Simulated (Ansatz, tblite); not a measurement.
Removing and adding an electron: [Cu(NH3)3F]+ (CuN3FH9⁺). Charge 1, multiplicity 2. Geometry: PBE-D4/def2-SVP. Ansatz, gas phase; energy differences of separate SCF runs; the oxidised species is a singlet (the triplet lies 1.27 eV higher at PBE0-D4/def2-TZVP); the reduced species is a singlet (the triplet lies 1.56 eV higher at PBE0-D4/def2-TZVP).

```xyz
14

Cu   -0.0314   -0.0789    0.2911
N     0.1914    1.7808    1.1366
H     1.0914    2.2735    1.0449
H     0.1211    1.3988    2.0993
H    -0.5588    2.4755    1.0109
N     0.1531    0.4692   -1.6799
H    -0.4392   -0.0884   -2.3141
H     1.1200    0.3504   -2.0219
H    -0.0888    1.4557   -1.8580
N    -0.3054   -2.0961    0.0048
H     0.4475   -2.6595   -0.4158
H    -1.1974   -2.4168   -0.3985
H    -0.3289   -2.2826    1.0257
F    -0.1746   -0.5816    2.0749
```

The xTB rows come from tblite. No other spin state of charge 1 was run.

```
                level  −HOMO (eV)  vertical IE (eV)  −LUMO (eV)  vertical EA (eV)  HOMO–LUMO gap (eV)  IE − EA (eV)                         remarks
             GFN1-xTB           –             17.27           –             11.39                   –          5.88                               –
             GFN2-xTB           –             17.37           –             10.35                   –          7.03                               –
LDA (SPW92)/def2-TZVP        9.85             13.17        8.97              5.27                0.88          7.90                               –
     PBE-D4/def2-TZVP        9.78             13.05        8.61              4.98                1.16          8.08  restricted, untested (singlet)
    PBE0-D4/def2-TZVP       11.97             13.93        6.97              4.82                5.01          9.11                               –
```

Relaxing the reduced species (PBE-D4/def2-SVP) changes its energy by -1.13 eV at PBE-D4/def2-TZVP, so the adiabatic electron affinity to this nearest minimum is 6.11 eV. On the way the bond Cu1–N2 breaks. At PBE0-D4/def2-TZVP it is 5.90 eV.     HOMO and LUMO are the levels of the spin that leaves or enters (xTB has no such levels and no spin-polarisation term). Other spin states of the ions may lie lower, which would lower the ionisation energy or raise the affinity. Raw xTB energy differences between charge states are shifted by several eV; the methods need an empirical correction for them.
